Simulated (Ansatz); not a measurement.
Molecular dynamics, step by step

LiGaCl3 (charge +1), closed shell, B3LYP-D4/cc-pVDZ (Ansatz 0.2.0). Settings (timestep in fs, temperature in K, friction in 1/fs; T counts 15 degrees of freedom, while the starting velocities carry no drift of the centre of mass, so T starts below the set value):

```yaml
hamiltonian: {xc: {name: B3LYP}, dispersion: d4}
md: {n_steps: 40, timestep: 0.75, temperature: 1000, ensemble: nvt_langevin, seed: 863, friction: 0.05, initial_velocities: maxwell_boltzmann}
```

Start:

```xyz
5
angstrom
Li 0.2532 -0.4684 -2.2336
Cl -0.3080 0.5700 2.7199
Ga -0.0810 0.1499 0.7147
Cl 1.4935 0.7701 -0.6268
Cl -1.3576 -1.0215 -0.5742
```

```csv
step,time (fs),potential energy less the start (meV),kinetic energy (meV),T (K)
0,0.00,0.0,517.0,800
2,1.50,-2.3,571.9,885
4,3.00,4.4,657.7,1018
6,4.50,22.6,655.6,1014
8,6.00,43.0,401.8,622
10,7.50,63.3,559.0,865
12,9.00,82.2,419.4,649
14,10.50,93.8,499.4,773
16,12.00,92.7,584.1,904
18,13.50,85.4,677.9,1049
20,15.00,73.5,814.5,1260
22,16.50,63.9,940.7,1456
24,18.00,60.5,886.7,1372
26,19.50,59.2,845.5,1308
28,21.00,55.6,701.6,1086
30,22.50,55.1,605.2,936
32,24.00,59.3,586.9,908
34,25.50,67.0,526.6,815
36,27.00,77.7,438.9,679
38,28.50,84.6,549.0,849
40,30.00,82.1,548.1,848
```

Step 12, positions (Å) and forces (eV/Å):

```json
{"atom": "Li1", "x": "0.161", "y": "-0.546", "z": "-2.057", "Fx": "0.340", "Fy": "-0.050", "Fz": "-0.872"}
{"atom": "Cl2", "x": "-0.270", "y": "0.607", "z": "2.764", "Fx": "0.015", "Fy": "-0.112", "Fz": "-0.367"}
{"atom": "Ga3", "x": "-0.069", "y": "0.141", "z": "0.715", "Fx": "-0.232", "Fy": "0.156", "Fz": "0.808"}
{"atom": "Cl4", "x": "1.504", "y": "0.734", "z": "-0.657", "Fx": "0.331", "Fy": "0.169", "Fz": "-0.023"}
{"atom": "Cl5", "x": "-1.416", "y": "-1.014", "z": "-0.585", "Fx": "-0.454", "Fy": "-0.162", "Fz": "0.454"}
```

Step 26, positions (Å) and forces (eV/Å):

| atom | x | y | z | Fx | Fy | Fz |
| --- | --- | --- | --- | --- | --- | --- |
| Li1 | 0.235 | -0.504 | -2.056 | -0.144 | -0.238 | -0.632 |
| Cl2 | -0.159 | 0.594 | 2.786 | -0.020 | 0.023 | 0.262 |
| Ga3 | -0.070 | 0.125 | 0.765 | -0.062 | -0.006 | -0.545 |
| Cl4 | 1.529 | 0.727 | -0.679 | -0.122 | 0.008 | 0.535 |
| Cl5 | -1.520 | -0.958 | -0.537 | 0.348 | 0.212 | 0.380 |

Step 32, positions (Å) and forces (eV/Å):

```csv
atom,x,y,z,Fx,Fy,Fz
Li1,0.307,-0.466,-2.101,-0.341,-0.314,-0.555
Cl2,-0.120,0.588,2.792,-0.017,0.073,0.473
Ga3,-0.078,0.121,0.780,-0.024,-0.031,-0.780
Cl4,1.532,0.707,-0.670,-0.018,0.094,0.633
Cl5,-1.538,-0.915,-0.524,0.401,0.179,0.228
```

Last step (40):

```tsv
atom	x (Å)	y (Å)	z (Å)
Li1	0.3530	-0.4230	-2.1539
Cl2	-0.0671	0.5978	2.7928
Ga3	-0.0928	0.1289	0.7905
Cl4	1.5358	0.6775	-0.6716
Cl5	-1.5658	-0.8779	-0.5149
```

Hardware: 4 CPU threads of an Arm Neoverse V1, shared host. Wall time about 88 s.
